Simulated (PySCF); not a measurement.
Spin states of TlSn⁺

Unrestricted PBE0; Tl def2-SVP with ECP60, Sn def2-SVP with ECP28; scalar-relativistic core potentials (PySCF 2.14). Outer shells of the fragments: Tl+ 5d10 6s2; Sn 4d10 5s2 5p2.

Followed along the bond (rough minima from three points):

```json
{"2Ms+1": "3", "unpaired": "σ ↑, π ↑", "⟨S²⟩ at the start": "2.01", "R at minimum (Å)": "3.38", "Te (eV)": "0.00"}
{"2Ms+1": "1", "unpaired": "σ ↑, π ↓", "⟨S²⟩ at the start": "1.01", "R at minimum (Å)": "3.37", "Te (eV)": "0.23"}
{"2Ms+1": "1", "unpaired": "none", "⟨S²⟩ at the start": "0.00", "R at minimum (Å)": "3.51", "Te (eV)": "0.46"}
{"2Ms+1": "3", "unpaired": "π ↑↑", "⟨S²⟩ at the start": "2.00", "R at minimum (Å)": "3.03", "Te (eV)": "0.57"}
{"2Ms+1": "1", "unpaired": "π ↑↓", "⟨S²⟩ at the start": "1.01", "R at minimum (Å)": "3.02", "Te (eV)": "0.81"}
```

Solutions found at the starting distance of 2.880 Å, counted from the lowest of them; the search is not exhaustive and high or unbound solutions are not listed, so other states can lie among these:

```tsv
2Ms+1	unpaired	term	E (eV)	⟨S²⟩	⟨Lz²⟩	μ (D)
3	σ ↑, π ↑	³Π	0.00	2.01	1.00	1.08
1	σ ↑, π ↓	mixed	0.22	1.01	1.00	1.15
3	π ↑↑	³Σ⁻	0.32	2.00	0.00	-0.28
1	π ↑↓	mixed	0.56	1.01	2.01	-0.08
1	none	¹Σ⁺	0.82	0.00	0.00	2.84
1	none	mixed	1.20	0.00	2.00	0.51
3	π ↑↑	mixed	2.82	2.01	2.01	4.88
3	σ ↑↑	³Σ⁺	4.95	2.00	0.00	6.23
3	σ ↑↑, π ↑↓	mixed	5.12	3.00	2.01	-0.28
3	σ ↑↑	mixed	5.73	2.01	2.00	0.21
3	σ ↑↑↑, π ↓	mixed	9.42	3.00	1.00	2.21
```

A term symbol is given only where ⟨S²⟩ and ⟨Lz²⟩ are close to those of a pure state; real π, δ and φ orbitals otherwise mix terms. A positive dipole points towards Sn; it is taken about the centre of mass and depends on that origin.

These are scalar-relativistic numbers at best; spin–orbit coupling would shift them, the dissociation energy most.
